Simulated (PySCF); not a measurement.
# Distorted geometries of Sm(OH)3

Sm(OH)3 (singlet in the valence; each metal's 4f electrons, 5 of them, lie in its core potential, out of spins and levels). PySCF 2.14.0, RKS PBE0, Sm lcecp-1-SVP with ECP51, O def2-SVP, H def2-SVP; non-relativistic Hamiltonian with scalar-relativistic core potentials where named; density fitting; no spin-orbit coupling. Relaxed geometry:

```xyz
7

Sm    0.0000    0.0000   -0.0327
O     2.0904    0.0000    0.1162
H     3.0397    0.0000    0.2326
O    -1.0452    1.8103    0.1162
H    -1.5198    2.6325    0.2326
O    -1.0452   -1.8103    0.1162
H    -1.5199   -2.6325    0.2326
```

Task: Order these distorted geometries by energy above the relaxed one, lowest first.
A.
```xyz
7

Sm   -0.0293   -0.0957   -0.0990
O     2.2374   -0.0654    0.1027
H     3.0871    0.0455    0.3988
O    -1.2108    1.7533    0.1533
H    -1.6690    2.7001    0.2960
O    -0.8863   -1.7265    0.2136
H    -1.5291   -2.6112   -0.0519
```
B.
```xyz
7

Sm   -0.0567    0.0642   -0.0145
O     2.3187   -0.0186    0.0439
H     3.1281    0.2174    0.5451
O    -1.0353    1.6314    0.0135
H    -1.5479    2.6551    0.1126
O    -0.9751   -1.9139    0.1142
H    -1.8318   -2.6356    0.1987
```
C.
```xyz
7

Sm    0.0166    0.0263   -0.0079
O     2.0336    0.0033    0.0898
H     3.0493   -0.0095    0.1990
O    -1.0178    1.8685    0.0742
H    -1.5172    2.6022    0.2590
O    -1.0574   -1.8337    0.1420
H    -1.5071   -2.6570    0.2574
```

Result: C (0.28 eV), A (1.92 eV), B (2.58 eV).

Task: Which forces (eV/Å) act in the one that lies 1.92 eV up?

Result: 
```
Sm   4.48  7.21 -0.34
O   -5.26 -0.48 -1.26
H    3.10  0.35  1.04
O   -1.04  2.30  0.26
H    1.78 -3.75 -0.52
O   -5.98 -9.54 -0.81
H    2.93  3.90  1.62
```
Forces carry noise of the integration grid, about 0.01 to 0.03 eV/Å.

An lcecp potential fixes the number of 4f electrons, so in runs with it no electron can move into or out of that shell.
